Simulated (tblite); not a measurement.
Compound: C₅H₁₀O₂SSi₂.
SMILES with atom numbers: `[SiH3:1][O:2][CH2:3][c:4]1[cH:5][s:6][cH:7][c:8]1[O:9][SiH3:10]` (hydrogens: H11, H12, H13 on Si1; H14, H15 on C3; H16 on C5; H17 on C7; H18, H19, H20 on Si10)

Computed with GFN2-xTB (tblite), gas phase: L-BFGS steps from a force-field or distance-geometry start until the largest atomic force falls under 0.01 eV/Å.

Step 20: E = -836.5948 eV
```
atom  x, y, z in Å  |  force x, y, z in eV/Å
Si1     3.3565    1.8888   -0.0724    0.048   0.060   0.044
O2      2.3307    0.6640   -0.3443   -0.027   0.042  -0.043
C3      0.9751    0.6613   -0.0320   -0.014   0.017   0.060
C4      0.3176   -0.6232   -0.4179   -0.062   0.000   0.029
C5      0.8979   -1.6954   -1.0078    0.019  -0.010  -0.015
S6     -0.2094   -2.9756   -1.2882   -0.069  -0.027   0.005
C7     -1.4932   -2.0643   -0.5999    0.003  -0.057  -0.002
C8     -1.0747   -0.8423   -0.1764   -0.043   0.020  -0.032
O9     -1.8378    0.1025    0.4012   -0.013  -0.031   0.006
Si10   -3.4270    0.0685    0.7679   -0.019  -0.070  -0.043
H11     3.4125    2.2065    1.3614    0.043  -0.026  -0.032
H12     4.5727    1.3024   -0.6109   -0.052   0.017   0.018
H13     2.9094    3.1114   -0.7528    0.037  -0.035  -0.027
H14     0.4584    1.4918   -0.5371    0.039  -0.032  -0.018
H15     0.8405    0.8192    1.0480   -0.029  -0.017   0.011
H16     1.9161   -1.8172   -1.3003    0.171   0.054  -0.021
H17    -2.4786   -2.4771   -0.5394   -0.021  -0.007   0.000
H18    -3.7116   -1.0534    1.6674   -0.002   0.070   0.059
H19    -4.2174   -0.1485   -0.4484   -0.006   0.089   0.025
H20    -3.5430    1.3914    1.3601   -0.004  -0.056  -0.022
```

Step 21: E = -836.5974 eV
```
atom  x, y, z in Å  |  force x, y, z in eV/Å
Si1     3.3563    1.8899   -0.0716    0.049   0.032   0.024
O2      2.3218    0.6720   -0.3402    0.038   0.001  -0.056
C3      0.9669    0.6604   -0.0293    0.030   0.051   0.038
C4      0.3144   -0.6246   -0.4193   -0.006  -0.007   0.037
C5      0.9016   -1.6941   -1.0085    0.018  -0.002  -0.014
S6     -0.2024   -2.9768   -1.2908   -0.073  -0.036   0.004
C7     -1.4897   -2.0706   -0.6026   -0.020  -0.037   0.005
C8     -1.0772   -0.8466   -0.1784   -0.026   0.000  -0.041
O9     -1.8403    0.0976    0.4002   -0.009  -0.034   0.000
Si10   -3.4291    0.0718    0.7697   -0.001  -0.046  -0.032
H11     3.4220    2.2083    1.3607    0.037  -0.022  -0.019
H12     4.5683    1.2945   -0.6130   -0.069   0.023   0.024
H13     2.9182    3.1134   -0.7548    0.031  -0.024  -0.026
H14     0.4521    1.4890   -0.5351   -0.016   0.014  -0.037
H15     0.8323    0.8185    1.0492   -0.049  -0.024   0.055
H16     1.9218   -1.8140   -1.2999    0.120   0.069  -0.004
H17    -2.4741   -2.4859   -0.5439   -0.026  -0.015  -0.001
H18    -3.7103   -1.0487    1.6725   -0.014   0.076   0.049
H19    -4.2175   -0.1413   -0.4486   -0.014   0.084   0.035
H20    -3.5402    1.3980    1.3619    0.001  -0.102  -0.043
```

Step 22: E = -836.5999 eV
```
atom  x, y, z in Å  |  force x, y, z in eV/Å
Si1     3.3566    1.8917   -0.0703    0.027  -0.003  -0.003
O2      2.3139    0.6801   -0.3370    0.076  -0.028  -0.048
C3      0.9594    0.6604   -0.0261    0.055   0.059   0.005
C4      0.3115   -0.6261   -0.4200    0.056  -0.015   0.029
C5      0.9056   -1.6928   -1.0095    0.015   0.003  -0.010
S6     -0.1967   -2.9785   -1.2931   -0.039  -0.027   0.000
C7     -1.4868   -2.0770   -0.6049   -0.040  -0.008   0.009
C8     -1.0798   -0.8507   -0.1810    0.006  -0.023  -0.039
O9     -1.8431    0.0920    0.3990    0.003  -0.031  -0.010
Si10   -3.4311    0.0736    0.7706    0.019  -0.019  -0.014
H11     3.4317    2.2098    1.3599    0.031  -0.013   0.005
H12     4.5616    1.2859   -0.6150   -0.059   0.022   0.022
H13     2.9272    3.1151   -0.7573    0.024  -0.008  -0.025
H14     0.4456    1.4866   -0.5338   -0.058   0.046  -0.041
H15     0.8235    0.8174    1.0515   -0.055  -0.023   0.078
H16     1.9291   -1.8091   -1.2993    0.030   0.077   0.020
H17    -2.4705   -2.4936   -0.5478   -0.031  -0.026  -0.002
H18    -3.7093   -1.0430    1.6783   -0.029   0.069   0.044
H19    -4.2181   -0.1331   -0.4484   -0.032   0.071   0.030
H20    -3.5354    1.4021    1.3623    0.000  -0.123  -0.051
```

Step 23: E = -836.6023 eV
```
atom  x, y, z in Å  |  force x, y, z in eV/Å
Si1     3.3570    1.8936   -0.0689   -0.007  -0.029  -0.024
O2      2.3072    0.6878   -0.3346    0.075  -0.040  -0.022
C3      0.9529    0.6617   -0.0227    0.054   0.043  -0.026
C4      0.3098   -0.6277   -0.4199    0.092  -0.015   0.013
C5      0.9099   -1.6915   -1.0106    0.007   0.006  -0.001
S6     -0.1917   -2.9805   -1.2953    0.011  -0.006  -0.003
C7     -1.4844   -2.0835   -0.6071   -0.045   0.018   0.007
C8     -1.0820   -0.8552   -0.1843    0.042  -0.038  -0.024
O9     -1.8457    0.0858    0.3976    0.019  -0.025  -0.021
Si10   -3.4326    0.0746    0.7710    0.038  -0.004  -0.001
H11     3.4419    2.2112    1.3593    0.025  -0.005   0.027
H12     4.5531    1.2765   -0.6169   -0.026   0.014   0.011
H13     2.9365    3.1167   -0.7600    0.017   0.008  -0.022
H14     0.4377    1.4852   -0.5331   -0.071   0.053  -0.025
H15     0.8134    0.8159    1.0551   -0.042  -0.015   0.061
H16     1.9371   -1.8025   -1.2984   -0.060   0.074   0.040
H17    -2.4677   -2.5013   -0.5516   -0.031  -0.032  -0.004
H18    -3.7090   -1.0362    1.6849   -0.044   0.051   0.041
H19    -4.2193   -0.1238   -0.4478   -0.051   0.054   0.017
H20    -3.5291    1.4039    1.3614   -0.004  -0.111  -0.045
```

Problem. Estimate the geometry and energy of step 24. (The exact step hangs on the optimiser's Hessian estimate; all steps are aligned on step 23, rigid shifts and turns removed.)

Solution. E = -836.6044 eV, largest force 0.132 eV/Å
```
atom  x, y, z in Å  |  force x, y, z in eV/Å
Si1     3.3573    1.8950   -0.0680   -0.033  -0.035  -0.028
O2      2.3022    0.6937   -0.3328    0.039  -0.035   0.011
C3      0.9479    0.6639   -0.0198    0.029   0.012  -0.041
C4      0.3097   -0.6291   -0.4195    0.082  -0.005  -0.001
C5      0.9136   -1.6903   -1.0116   -0.005   0.007   0.010
S6     -0.1871   -2.9824   -1.2973    0.047   0.016  -0.002
C7     -1.4830   -2.0892   -0.6091   -0.028   0.029  -0.003
C8     -1.0831   -0.8597   -0.1877    0.063  -0.037   0.000
O9     -1.8474    0.0795    0.3957    0.033  -0.017  -0.028
Si10   -3.4331    0.0751    0.7712    0.048  -0.010  -0.001
H11     3.4516    2.2125    1.3592    0.016  -0.001   0.032
H12     4.5446    1.2677   -0.6186    0.014   0.004  -0.002
H13     2.9454    3.1185   -0.7629    0.011   0.014  -0.016
H14     0.4290    1.4849   -0.5328   -0.052   0.035   0.004
H15     0.8033    0.8142    1.0594   -0.014  -0.005   0.010
H16     1.9435   -1.7950   -1.2968   -0.110   0.058   0.045
H17    -2.4658   -2.5090   -0.5550   -0.019  -0.028  -0.004
H18    -3.7096   -1.0290    1.6915   -0.055   0.032   0.038
H19    -4.2214   -0.1144   -0.4467   -0.063   0.036   0.007
H20    -3.5229    1.4037    1.3597   -0.007  -0.072  -0.028
```

The energy changes by -0.0021 eV. The first-order estimate −F·Δx gives -0.0030 eV and the mean of the old and new forces, exact on a quadratic surface, -0.0021 eV. The step makes an angle of 73° with the force vector and moves no atom by more than 0.012 Å.

The cost below is that of the whole relaxation. The run took 0.95 s on Arm Neoverse N1, one thread, shared host with 64 logical CPUs at a one-minute load of 60.
